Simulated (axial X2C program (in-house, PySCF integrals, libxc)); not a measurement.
**NbCl: cheaper levels and CCSD(T), two-component**

Calculated with an axial X2C code built on PySCF integrals. Two-component (2c) means X2C with spin–orbit coupling and atomic mean-field two-electron Coulomb and Gaunt terms. Basis: Nb dyall-cv3z [11s12p9d5f3g], Cl dyall-av3z [9s8p3d2f] (cores contracted in-house); Gaussian nuclei, density fitting, unrestricted open shells. Masses: Nb 92.906 u, Cl 34.969 u.

State: Ω = 1 (⟨Sz⟩ = 2.00, ⟨Lz⟩ = -1.00 at HF); fragments Nb + Cl.

```tsv
level	Re (Å)	ωe (cm⁻¹)
PBE0	2.289	393.8
HF	2.373	363.8
MP2	2.313	384.5
CCSD	2.326	381.3
PBEsol	2.262	406.4
```

Correlated methods: 12 electrons correlated (number of frozen shells: Nb 4 s, 3 p, 1 d; Cl 2 s, 1 p), 292 virtual spin orbitals or spinors in MP2, 90 natural virtuals in coupled cluster.

CCSD(T), same Hamiltonian and basis:

Re = 2.321 Å, ωe = 383.2 cm⁻¹; T1 = 0.017 (Lee–Taylor normalisation).

Give the differences from CCSD(T) in the columns below.



| level | ΔRe (Å) | Δωe (cm⁻¹) |
| --- | --- | --- |
| PBE0 | -0.032 | 11 |
| HF | 0.052 | -19 |
| MP2 | -0.008 | 1 |
| CCSD | 0.005 | -2 |
| PBEsol | -0.059 | 23 |

One determinant describes the state; a PBE0 search over occupations chose it and may have missed a lower one. De is not given where an atomic determinant may have missed its ground term or J level, or where the truncated virtual space spoils (T). Density functionals use the spin component along the axis (collinear). CCSD and (T) use frozen natural virtuals with an MP2 correction for the truncation; (T) itself is uncorrected, so its De runs slightly low. Other states lie close and PBE0, whose exact exchange favours high spin, may order them wrongly; the determinant shown need not be the ground state. The nearest other 2c determinant of the search, Ω = 3, lies 0.07 eV up at the distance of the search. The functionals have no current-density term, which raises determinants with orbital currents, atoms included. With several unpaired electrons one determinant need not be a pure state. The outer-core s and p shells of the metal are frozen in the correlated rows, which leaves out core–valence correlation; for alkali and alkaline-earth bonds that tends to lengthen them. Open-shell Ω = 0 determinants with evenly filled partner blocks cannot be reached by this program, so the Ω shown need not be the lowest component. With the outer-core shells frozen, correlated bond lengths of heavy atoms tend to come out a few hundredths of an ångström too long.
